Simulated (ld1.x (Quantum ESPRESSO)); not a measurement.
# Building the PAW potential for Dy (PBE, scalar-relativistic).

ld1.x (Quantum ESPRESSO) 7.5 input, shortened:

```
&input
   title='Dy', zed=66., rel=1, dft='PBE', iswitch=3,
   config='[Xe] 4f10 5d0 6s2 6p0'
 /
 &inputp
   pseudotype=3, lpaw=.true., tm=.true., lloc=-1, rcloc=2.05,
   nlcc=.true., new_core_ps=.true.,
   which_augfun='BG', rmatch_augfun=1.25
 /
8
5S  1  0   2.00   0.00  1.75  2.10  0.0
6S  2  0   2.00   0.00  1.75  2.10  0.0
5P  2  1   6.00   0.00  2.60  2.80  0.0
6P  3  1   0.00   0.00  2.60  2.80  0.0
5D  3  2   0.00   0.00  3.00  3.80  0.0
5D  3  2   0.00   0.85  3.00  3.80  0.0
4F  4  3  10.00   0.00  1.15  1.35  0.0
4F  4  3   0.00   3.25  1.15  1.35  0.0
 &test
   configts(1)='4f10 5s2 5p6 5d0 6s2 6p0'
 /
```

Task: Does the generator finish with these settings?

Result: Yes, a potential is produced and its reference levels are reproduced.

Task: Is the overlap operator S = 1 + Σ q|β⟩⟨β| positive definite (Bessel basis up to 400 Ry)?

Result: No: its lowest eigenvalue is -5.799, in the d channel, so the generalised eigenproblem breaks down once the basis is large enough.

Test run stopped at test 1 of 7 (negative rho).

The ghost test of this file was not conclusive. Its overlap operator is not positive definite in a basis up to 400 Ry (lowest eigenvalue p -0.54, d -5.80), so the file is unfit for use: the generalised eigenproblem breaks down once the basis is large enough, and its test numbers describe a broken file.
